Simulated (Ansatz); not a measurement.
Input file for C₆H₉FO₆Si (`CC(=O)O[Si](F)(OC(C)=O)OC(C)=O`):

```yaml
crystal:
  periodic: [false, false, false]
  atoms:
    - {symbol: C, position_ang: [-3.006080, 0.743378, 2.292345]}
    - {symbol: C, position_ang: [-2.112726, 1.193973, 1.186197]}
    - {symbol: O, position_ang: [-2.432403, 1.860252, 0.244911]}
    - {symbol: O, position_ang: [-0.842942, 0.746919, 1.357239]}
    - {symbol: Si, position_ang: [0.369017, 0.970113, 0.273865]}
    - {symbol: F, position_ang: [0.876081, 2.453875, 0.337057]}
    - {symbol: O, position_ang: [1.522619, -0.037789, 0.860509]}
    - {symbol: C, position_ang: [2.628000, -0.425952, 0.175936]}
    - {symbol: C, position_ang: [3.415883, -1.438155, 0.937051]}
    - {symbol: O, position_ang: [2.895163, 0.011448, -0.905451]}
    - {symbol: O, position_ang: [-0.044390, 0.717509, -1.291469]}
    - {symbol: C, position_ang: [-0.507018, -0.473630, -1.734963]}
    - {symbol: C, position_ang: [-0.790975, -0.448586, -3.196866]}
    - {symbol: O, position_ang: [-0.652366, -1.408189, -0.996740]}
    - {symbol: H, position_ang: [-2.602591, 1.076917, 3.250163]}
    - {symbol: H, position_ang: [-3.028279, -0.348190, 2.313375]}
    - {symbol: H, position_ang: [-4.007388, 1.138547, 2.143755]}
    - {symbol: H, position_ang: [4.310034, -1.706062, 0.380641]}
    - {symbol: H, position_ang: [2.795837, -2.321041, 1.106091]}
    - {symbol: H, position_ang: [3.681748, -1.037254, 1.916848]}
    - {symbol: H, position_ang: [-1.519325, 0.336391, -3.409596]}
    - {symbol: H, position_ang: [0.124381, -0.195884, -3.735798]}
    - {symbol: H, position_ang: [-1.167478, -1.415489, -3.519600]}
basis:
  gaussian: {orbitals: def2-TZVPP}
correlation: {method: ccsd_t}
output: {orbitals: {seedname: orbitals}}
```

```sh
$ ansatz run in.yaml --threads 11 --pin off --events-out ev --progress --plain --max-ram 174080MiB --backend cuda --devices 0, --max-vram 75GiB
```

Output of Ansatz, abridged:

```
Functional definition: HF
3540 factors; integrals over basis functions are off by at most 1.0e-3 eV
mean field evaluation 1: about -29121.2054 eV, gradient 7.9e1 eV
mean field evaluation 2: about -29121.9637 eV, gradient 7.9e1 eV
mean field evaluation 4: about -29133.6208 eV, gradient 7.8e0 eV
mean field evaluation 8: about -29133.8578 eV, gradient 9.0e-1 eV
mean field evaluation 16: about -29133.8631 eV, gradient 1.4e-6 eV
mean field -29133.86314428 eV, -1070.6497229106 hartree, gradient 1.3e-6 eV, S^2 0.000000; 0 other end points of the search recorded, 0 dependent functions left out
18 core orbitals not correlated: weight in the atoms' cores, before any rotation towards them, 1.000 or more for the frozen orbitals, at most 0.000 for the correlated occupied ones
reference -29133.86314428 eV, -1070.6497229106 hartree; 40, 40 occupied and 513, 513 virtual orbitals, 3540 factors
second order -73.38982639 eV of doubles, -0.00000000 eV of singles
cycle   1  -72.28395088 eV  change     1.1e0 eV  update   2.0e-1
cycle   2  -74.08261671 eV  change    -1.8e0 eV  update   6.1e-2
cycle   3  -74.50907635 eV  change   -4.3e-1 eV  update   3.1e-2
cycle   4  -74.45354726 eV  change    5.6e-2 eV  update   7.5e-3
cycle   5  -74.44656167 eV  change    7.0e-3 eV  update   3.4e-3
cycle   6  -74.45015770 eV  change   -3.6e-3 eV  update   1.0e-3
cycle   7  -74.44965496 eV  change    5.0e-4 eV  update   4.0e-4
cycle   8  -74.44927593 eV  change    3.8e-4 eV  update   1.3e-4
cycle   9  -74.44937277 eV  change   -9.7e-5 eV  update   4.9e-5
cycle  10  -74.44944510 eV  change   -7.2e-5 eV  update   2.0e-5
perturbative correction -3.07435259 eV, -0.1129803738 hartree
Total energy: -29211.38694197 eV, -1073.4986699282 hartree
```

Run time 86 s (11 threads of an AMD EPYC 7R13 on a shared host and a whole NVIDIA H100 80 GB); peak host memory 1.1 GiB.

Correlation energy per correlated electron: -0.969 eV. T1 diagnostic: 0.0149.
